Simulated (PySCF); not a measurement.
Excitations are Tamm–Dancoff values on a coarser integration grid. The basis has no diffuse functions, so Rydberg states are missing or too high.

Cartesian coordinates (Å):
SMILES: C=C=CC#N
```xyz
8

C     -1.6859     0.1370     0.0069
C     -0.4348    -0.1877     0.0260
C      0.8286    -0.5301     0.0464
C      1.8776     0.4227    -0.0693
N      2.7503     1.1690    -0.1605
H     -2.2149     0.3784     0.9233
H     -2.2370     0.1830    -0.9270
H      1.1161    -1.5723     0.1542
```
Charge 0, multiplicity 1.

Question: Predict the T1 excitation (TDA), brightest of the four lowest singlets (TDA), HOMO, S1–T1 gap (TDA) and LUMO from ωB97X-D3(BJ)/def2-TZVP // PBE0-D3(BJ)/def2-TZVP (PySCF).

Answer: 
```
Property                                         Value
-------------------------------------------  ---------
T1 excitation (TDA)                            4.19 eV
brightest of the four lowest singlets (TDA)    6.86 eV
HOMO                                         -10.53 eV
S1–T1 gap (TDA)                                1.62 eV
LUMO                                           0.75 eV
```
